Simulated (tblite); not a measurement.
A geometry optimisation, step by step.

Species: C6H9GeNSi.
Atom-mapped SMILES: `[CH:1]#[C:2][C@@H:3]1[CH2:4][SiH2:5][CH2:6][Ge@@H:7]1[C:8]#[N:9]` (hydrogens: H10 on C1; H11 on C3; H12, H13 on C4; H14, H15 on Si5; H16, H17 on C6; H18 on Ge7)

Computed with GFN2-xTB (tblite), gas phase: L-BFGS steps from a force-field or distance-geometry start until the largest atomic force falls under 0.01 eV/Å. 8 of its 124 geometries are shown.

Step 0: E = -648.8793 eV, largest atomic force 2.336 eV/Å
```
atom  x, y, z in Å  |  force x, y, z in eV/Å
C1      2.345    2.031   -0.941   -1.226  -1.420   1.023
C2      1.679    1.186   -0.361    1.443   1.755  -0.541
C3      0.898    0.171    0.356    1.817   1.242  -0.271
C4      1.036   -1.096   -0.436    1.343  -1.316   0.580
Si5    -0.537   -2.059   -0.304   -0.865  -0.939  -0.382
C6     -1.753   -0.688   -0.753   -0.151  -0.002   0.477
Ge7    -0.946    0.717    0.372   -1.418  -0.729   0.996
C8     -1.286    2.418   -0.328    0.146  -0.458   0.539
N9     -1.481    3.448   -0.758   -0.305   1.457  -0.676
H10     2.892    2.788   -1.446   -0.240  -0.393   0.168
H11     1.322    0.052    1.368   -0.165   0.099  -0.227
H12     1.901   -1.685   -0.031   -0.440   0.449  -0.597
H13     1.225   -0.861   -1.470    0.262  -0.007  -0.406
H14    -0.626   -3.185   -1.234    0.052  -0.032   0.034
H15    -0.793   -2.408    1.074   -0.023  -0.281   0.452
H16    -2.772   -0.925   -0.415    0.300   0.213  -0.694
H17    -1.634   -0.446   -1.807   -0.572  -0.007   0.073
H18    -1.479    0.549    1.838    0.040   0.370  -0.549
```

Step 18: E = -649.3209 eV, largest atomic force 0.179 eV/Å
```
atom  x, y, z in Å  |  force x, y, z in eV/Å
C1      2.365    2.058   -0.926   -0.037  -0.056   0.020
C2      1.764    1.219   -0.317   -0.020   0.057  -0.069
C3      0.964    0.198    0.316    0.072   0.018   0.032
C4      1.078   -1.144   -0.434    0.009   0.038   0.020
Si5    -0.553   -2.124   -0.305    0.029  -0.035   0.002
C6     -1.772   -0.712   -0.704   -0.016  -0.116  -0.019
Ge7    -0.990    0.728    0.393   -0.011  -0.047   0.003
C8     -1.322    2.485   -0.299   -0.006   0.161  -0.078
N9     -1.512    3.528   -0.732   -0.009  -0.032   0.019
H10     2.907    2.792   -1.444    0.023  -0.009   0.040
H11     1.317    0.068    1.343   -0.008  -0.004   0.079
H12     1.946   -1.698   -0.070   -0.046   0.013  -0.020
H13     1.268   -0.931   -1.488    0.000  -0.033  -0.021
H14    -0.610   -3.243   -1.240   -0.006  -0.002  -0.091
H15    -0.772   -2.600    1.067    0.002   0.016   0.016
H16    -2.807   -0.944   -0.479   -0.029   0.019   0.076
H17    -1.720   -0.446   -1.759    0.017  -0.002  -0.001
H18    -1.559    0.773    1.802    0.034   0.015  -0.007
```

Step 35: E = -649.3366 eV, largest atomic force 0.056 eV/Å
```
atom  x, y, z in Å  |  force x, y, z in eV/Å
C1      2.392    2.053   -0.903    0.017  -0.022   0.016
C2      1.778    1.211   -0.311   -0.019   0.051   0.014
C3      0.958    0.202    0.314    0.022   0.018  -0.020
C4      1.078   -1.143   -0.428    0.005   0.025   0.023
Si5    -0.541   -2.142   -0.312   -0.003   0.021  -0.033
C6     -1.795   -0.749   -0.667   -0.017  -0.004   0.018
Ge7    -0.994    0.748    0.348    0.032  -0.014   0.021
C8     -1.327    2.508   -0.357   -0.010   0.024  -0.023
N9     -1.537    3.565   -0.744    0.006  -0.027  -0.023
H10     2.959    2.786   -1.395    0.005  -0.014   0.012
H11     1.278    0.081    1.356    0.000  -0.013  -0.037
H12     1.947   -1.691   -0.059   -0.016   0.006  -0.015
H13     1.271   -0.939   -1.486    0.005  -0.003   0.027
H14    -0.593   -3.177   -1.343   -0.003  -0.051   0.003
H15    -0.742   -2.677    1.042    0.002   0.000  -0.033
H16    -2.813   -0.975   -0.369   -0.009  -0.010   0.039
H17    -1.808   -0.520   -1.732    0.001   0.027   0.020
H18    -1.520    0.864    1.772   -0.016  -0.016  -0.010
```

Step 53: E = -649.3512 eV, largest atomic force 0.076 eV/Å
```
atom  x, y, z in Å  |  force x, y, z in eV/Å
C1      2.478    2.046   -0.834   -0.010  -0.040   0.038
C2      1.792    1.233   -0.282    0.023   0.009  -0.002
C3      0.945    0.221    0.304    0.015   0.036   0.007
C4      1.078   -1.115   -0.451    0.040   0.061   0.007
Si5    -0.531   -2.138   -0.378    0.036   0.047   0.001
C6     -1.848   -0.774   -0.583   -0.002   0.031   0.035
Ge7    -1.006    0.764    0.343   -0.017   0.008  -0.007
C8     -1.349    2.487   -0.454    0.000   0.024  -0.051
N9     -1.550    3.516   -0.916    0.006  -0.074   0.018
H10     3.099    2.760   -1.288   -0.035  -0.012   0.012
H11     1.245    0.085    1.350    0.007  -0.027  -0.004
H12     1.938   -1.665   -0.067   -0.018  -0.006  -0.005
H13     1.307   -0.894   -1.496   -0.041  -0.015  -0.035
H14    -0.576   -3.123   -1.456   -0.015  -0.024  -0.038
H15    -0.684   -2.766    0.938   -0.001  -0.018   0.037
H16    -2.802   -1.038   -0.137   -0.017  -0.002  -0.022
H17    -2.023   -0.544   -1.633    0.015  -0.002   0.018
H18    -1.521    0.951    1.763    0.014   0.003  -0.009
```

Step 70: E = -649.3723 eV, largest atomic force 0.321 eV/Å
```
atom  x, y, z in Å  |  force x, y, z in eV/Å
C1      2.603    2.029   -0.602   -0.086  -0.058   0.025
C2      1.848    1.230   -0.122    0.036   0.080   0.008
C3      0.934    0.216    0.344    0.093  -0.051  -0.027
C4      1.046   -1.034   -0.551   -0.005  -0.001  -0.007
Si5    -0.518   -2.121   -0.441   -0.033   0.025  -0.001
C6     -1.892   -0.796   -0.369   -0.057   0.014  -0.038
Ge7    -0.998    0.806    0.389   -0.045   0.021  -0.057
C8     -1.368    2.339   -0.725    0.000   0.188  -0.161
N9     -1.592    3.219   -1.426    0.054  -0.237   0.209
H10     3.257    2.739   -1.013   -0.009  -0.009   0.050
H11     1.186   -0.051    1.378    0.031   0.007  -0.024
H12     1.957   -1.587   -0.301   -0.075   0.077  -0.017
H13     1.167   -0.696   -1.585   -0.018  -0.046   0.018
H14    -0.654   -2.957   -1.638    0.009   0.002   0.050
H15    -0.518   -2.917    0.794   -0.002   0.022  -0.016
H16    -2.771   -1.101    0.195    0.098  -0.001   0.002
H17    -2.230   -0.551   -1.377   -0.006  -0.032   0.024
H18    -1.464    1.238    1.774    0.014   0.001  -0.039
```

Step 88: E = -649.3958 eV, largest atomic force 0.091 eV/Å
```
atom  x, y, z in Å  |  force x, y, z in eV/Å
C1      2.699    2.050   -0.284   -0.038  -0.061   0.006
C2      1.905    1.212    0.038    0.025   0.047  -0.013
C3      0.934    0.189    0.335    0.001   0.019  -0.012
C4      0.989   -0.943   -0.701   -0.012   0.003  -0.029
Si5    -0.532   -2.080   -0.518    0.009   0.011  -0.021
C6     -1.929   -0.823   -0.155   -0.034  -0.018  -0.041
Ge7    -0.970    0.847    0.340   -0.039   0.002  -0.006
C8     -1.299    2.150   -1.038   -0.039   0.011  -0.021
N9     -1.569    2.880   -1.879    0.061  -0.011   0.030
H10     3.406    2.776   -0.556   -0.004   0.015   0.026
H11     1.137   -0.219    1.333   -0.009   0.024  -0.015
H12     1.939   -1.474   -0.619   -0.015  -0.030   0.007
H13     0.972   -0.494   -1.698    0.011  -0.013  -0.023
H14    -0.756   -2.841   -1.749   -0.024   0.019   0.022
H15    -0.382   -2.961    0.646    0.023  -0.023   0.022
H16    -2.581   -1.166    0.645    0.022   0.020  -0.011
H17    -2.558   -0.648   -1.029    0.064  -0.017   0.063
H18    -1.413    1.552    1.611   -0.004   0.002   0.016
```

Step 105: E = -649.4025 eV, largest atomic force 0.035 eV/Å
```
atom  x, y, z in Å  |  force x, y, z in eV/Å
C1      2.712    2.060   -0.219    0.021   0.023  -0.006
C2      1.898    1.221    0.038   -0.026  -0.022   0.010
C3      0.917    0.198    0.298    0.007  -0.005  -0.001
C4      0.974   -0.932   -0.741   -0.001  -0.002  -0.001
Si5    -0.534   -2.080   -0.526    0.008   0.006   0.002
C6     -1.932   -0.843   -0.104   -0.003   0.006   0.004
Ge7    -0.986    0.854    0.314    0.003   0.004   0.003
C8     -1.294    2.130   -1.093    0.004  -0.008   0.002
N9     -1.492    2.864   -1.949    0.008   0.002  -0.002
H10     3.429    2.796   -0.429   -0.011  -0.004  -0.002
H11     1.109   -0.222    1.294    0.005   0.008   0.009
H12     1.923   -1.464   -0.659   -0.001   0.002  -0.003
H13     0.952   -0.489   -1.741    0.000  -0.001  -0.006
H14    -0.815   -2.821   -1.755   -0.006  -0.006  -0.008
H15    -0.323   -2.977    0.619    0.001  -0.003   0.002
H16    -2.527   -1.179    0.741    0.000   0.000   0.004
H17    -2.612   -0.702   -0.940   -0.003   0.000  -0.007
H18    -1.409    1.593    1.573   -0.006   0.000   0.002
```

Step 123: E = -649.4031 eV, largest atomic force 0.010 eV/Å
```
atom  x, y, z in Å  |  force x, y, z in eV/Å
C1      2.692    2.072   -0.233   -0.001  -0.002   0.001
C2      1.891    1.222    0.034    0.000   0.004   0.002
C3      0.920    0.192    0.304   -0.005  -0.001  -0.002
C4      0.972   -0.934   -0.739   -0.002  -0.002   0.000
Si5    -0.536   -2.083   -0.519    0.006  -0.001  -0.007
C6     -1.934   -0.843   -0.110    0.001   0.001  -0.004
Ge7    -0.984    0.847    0.325   -0.001  -0.006   0.000
C8     -1.267    2.130   -1.081    0.001  -0.004   0.004
N9     -1.443    2.869   -1.938    0.002   0.003  -0.004
H10     3.398    2.816   -0.452   -0.002   0.002  -0.003
H11     1.125   -0.227    1.298   -0.006   0.000   0.004
H12     1.921   -1.467   -0.665    0.000   0.004  -0.002
H13     0.943   -0.487   -1.737   -0.001  -0.007  -0.001
H14    -0.821   -2.833   -1.743    0.006  -0.003  -0.004
H15    -0.323   -2.974    0.630   -0.003   0.001   0.002
H16    -2.543   -1.181    0.725    0.004   0.006   0.003
H17    -2.600   -0.696   -0.956   -0.002   0.001   0.002
H18    -1.420    1.581    1.582    0.004   0.005   0.008
```

Q: Summarise the path.

A: The energy falls by 50.54 kJ/mol from step 0 to step 123; nine tenths of that is first reached at step 53. It rises by more than 0.2 meV at step 71. The largest force goes from 2.336 to 0.010 eV/Å. Among the bonds C3–Ge7 changes most, from 1.923 to 2.014 Å; the atoms move by 0.796 Å rms after alignment.

What follows is the cost of the whole relaxation. Time: 1.3 s of wall time. Hardware: one thread, Arm Neoverse V1 (aarch64), shared host with 32 logical CPUs at a one-minute load of 19.
